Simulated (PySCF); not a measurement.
C4H8OS, SMILES [C@@H](C(=O)C)(C)S.

The structure is a stationary point at PBE-D3(BJ)/def2-SVP. One conformer was computed; it need not be the lowest.

Method: PySCF 2.14.0 with PBE-D3(BJ)/def2-SVP.

Frequencies are harmonic and unscaled.

| mode | ν (cm⁻¹) | IR (km/mol) | moving atoms (share of kinetic energy) |
|---|---|---|---|
| 1 | 56 | 1.8 | C 30 %, O 30 %, H 28 %, S 12 % |
| 2 | 101 | 0.2 | H 86 %, O 8 % |
| 3 | 180 | 4.6 | S 39 %, C 34 %, H 16 %, O 11 % |
| 4 | 228 | 16.2 | H 91 % |
| 5 | 250 | 1.4 | C 52 %, H 41 % |
| 6 | 262 | 0.3 | H 87 %, C 10 % |
| 7 | 293 | 0.8 | C 37 %, H 30 %, S 19 %, O 14 % |
| 8 | 471 | 1.8 | C 41 %, O 22 %, H 19 %, S 19 % |
| 9 | 478 | 8.7 | C 38 %, H 30 %, O 28 % |
| 10 | 556 | 5.6 | C 53 %, H 35 %, O 9 % |
| 11 | 654 | 6.2 | C 52 %, H 27 %, S 14 % |
| 12 | 753 | 1.4 | C 62 %, H 28 % |
| 13 | 852 | 5.4 | H 91 % |
| 14 | 896 | 17.0 | H 62 %, C 33 % |
| 15 | 955 | 8.2 | H 52 %, C 47 % |
| 16 | 998 | 4.3 | H 54 %, C 43 % |
| 17 | 1033 | 12.0 | H 60 %, C 38 % |
| 18 | 1095 | 1.8 | C 61 %, H 37 % |
| 19 | 1198 | 45.8 | C 63 %, H 35 % |
| 20 | 1208 | 10.5 | H 80 %, C 18 % |
| 21 | 1258 | 2.1 | H 68 %, C 31 % |
| 22 | 1308 | 64.5 | H 65 %, C 35 % |
| 23 | 1337 | 7.3 | H 78 %, C 22 % |
| 24 | 1376 | 8.7 | H 96 % |
| 25 | 1397 | 8.8 | H 95 % |
| 26 | 1412 | 15.3 | H 97 % |
| 27 | 1418 | 5.7 | H 95 % |
| 28 | 1769 | 166.3 | C 62 %, O 36 % |
| 29 | 2599 | 6.2 | H 97 % |
| 30 | 2968 | 12.9 | H 97 % |
| 31 | 2978 | 2.1 | H 97 % |
| 32 | 3025 | 0.6 | H 92 % |
| 33 | 3056 | 12.4 | H 91 %, C 9 % |
| 34 | 3064 | 4.4 | H 91 %, C 9 % |
| 35 | 3075 | 6.6 | H 91 %, C 9 % |
| 36 | 3111 | 3.6 | H 90 %, C 10 % |
